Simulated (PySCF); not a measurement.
SnCl2, SMILES [Cl][Sn][Cl] (connectivity only; charge and spin as stated), neutral, multiplicity 1.

The structure is a stationary point at PBE0-D3(BJ)/def2-TZVP. The isomer is the one that the SMILES or the coordinates give; other isomers of the formula were not compared. The def2 effective core potentials stand for the cores of Sn; spin–orbit coupling is left out.

These are PBE0-D3(BJ)/def2-TZVP run with PySCF values and carry that method's errors.

Frequencies are harmonic and unscaled.

Computed normal modes with their intensities:
```
mode  ν (cm⁻¹)  IR (km/mol)  Raman (Å⁴/amu)  depolarisation  moving atoms (share of kinetic energy)
----  --------  -----------  --------------  --------------  --------------------------------------
1          121          2.8             3.9            0.66                        Cl 84 %, Sn 16 %
2          341         97.9             8.4            0.75                        Cl 75 %, Sn 25 %
3          358         49.0            12.3            0.16                        Cl 78 %, Sn 22 %
```
